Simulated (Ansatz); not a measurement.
Cu₂Pt, relaxed as a singlet with RKS r2SCAN-D4/def2-TZVP in Ansatz, starting from the GFN1-xTB geometry. Force threshold 0.02 eV/Å.

In the def2 sets Pt takes a core potential; there is no spin–orbit coupling. The structure comes from a short search, and lower isomers may exist.

Start:

```xyz
3

Pt   -0.6415    1.5092   -1.0804
Cu   -0.0108   -0.5083   -0.5003
Cu    0.6523   -1.0009    1.5807
```

(1) Estimate the energy that the relaxation releases and the steps that it takes.

(2) Does the start keep its bonding and symmetry?

(3) Predict the relaxed structure.

Answers

(1) 40.0 kcal/mol, in 8 steps; 22 s on 4 threads of Arm Neoverse V2 on a shared host. No frequencies were taken in this run, so the end may be a saddle point.

(2) Bonds formed: Pt1–Cu3 (atoms count from 1). The end is the same structure that another start reached, the lowest one found. Point group Cs at the start, C2v at the end, both within 0.05 Å.

(3) 
| atom | x (Å) | y (Å) | z (Å) |
| --- | --- | --- | --- |
| Pt1 | -0.386 | 1.247 | -0.343 |
| Cu2 | -0.014 | -0.997 | -0.953 |
| Cu3 | 0.399 | -0.250 | 1.296 |
Bond lengths (bridged metal pairs left out): 2 × Cu–Pt 2.35 Å; 1 × Cu–Cu 2.40 Å.
